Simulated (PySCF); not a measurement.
Vertical excitations of a molecule CH9GeNSi from TDDFT-CAM-B3LYP/def2-SVPD (PySCF), as energy in eV (oscillator strength): 6.07 (0.005), 6.60 (0.026), 7.28 (0.006), 7.35 (0.005), 7.63 (0.052), 7.74 (0.016), 8.06 (0.019), 8.44 (0.007), 8.44 (0.037), 8.54 (0.032). Lowest triplet (TDA): 5.69 eV. The structure is a stationary point at PBE0-D3(BJ)/def2-SVP. Other conformers were not sampled.

**Question.** Identify the compound among the candidates.
A) N[CH2][GeH2][SiH3]
B) CN[SiH2][GeH3]
C) [SiH3]N[CH2][GeH3]
D) C[SiH2][NH][GeH3]

**Answer.** D, C[SiH2][NH][GeH3]
